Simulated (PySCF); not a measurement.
CH5BF3N.
SMILES with atom numbers: `[NH3+:1][BH2-:2][C:3]([F:4])([F:5])[F:6]` (hydrogens: H7, H8, H9 on N1; H10, H11 on B2)

A GFN2-xTB structure was refined with PBE0-D3(BJ)/def2-SVP geometry optimisation, gas phase in PySCF 2.14.0. Its GFN2-xTB values:

```
coordinate  GFN2-xTB
     N1–B2   1.593 Å
     N1–H7   1.015 Å
     B2–C3   1.622 Å
    B2–H10   1.183 Å
     C3–F4   1.391 Å
     C3–F5   1.368 Å
  N1–B2–C3    101.1°
  B2–C3–F4    117.3°
  B2–C3–F5    112.9°
  F4–C3–F5    104.3°
  F5–C3–F6    103.0°
```

Q: How do these coordinates change at the PBE0-D3(BJ)/def2-SVP level?

A: 
```tsv
coordinate	PBE0-D3(BJ)/def2-SVP (Å or °)	change
C3–F4	1.333	-0.058
B2–H10	1.217	+0.034
N1–B2	1.619	+0.026
B2–C3	1.608	-0.014
N1–H7	1.023	+0.008
C3–F5	1.366	-0.002
F4–C3–F5	106.7	+2.4
B2–C3–F4	115.3	-2.0
N1–B2–C3	102.8	+1.7
B2–C3–F5	111.6	-1.3
F5–C3–F6	104.1	+1.1
```

The energy falls by 0.155 eV over 6 energy and gradient evaluations, the largest force component goes from 0.0400 to 2.7e-04 Eh/bohr, and the atoms move by 0.033 Å rms after alignment. The bond that changes most is C3–F4 (CF3 carbon to fluorine of a CF3 group), which shortens by 0.058 Å. Bonds longer at the end by more than 0.005 Å: 5 of 10; shorter: 4. Rotational constants go from 5181, 2575, 2533 to 5174, 2601, 2567 MHz.

The run used 109 basis functions and 39 SCF cycles in all. Hardware: an Intel Xeon 6975P-C with one thread, shared host. Cost: 15 s of wall time, 0.46 GiB resident at most.

Not checked by PBE0-D3(BJ)/def2-SVP frequencies.

The values belong to the conformer `[NH3+:1][BH2-:2][C:3]([F:4])([F:5])[F:6]`: N1–B2–C3–F4 180°.
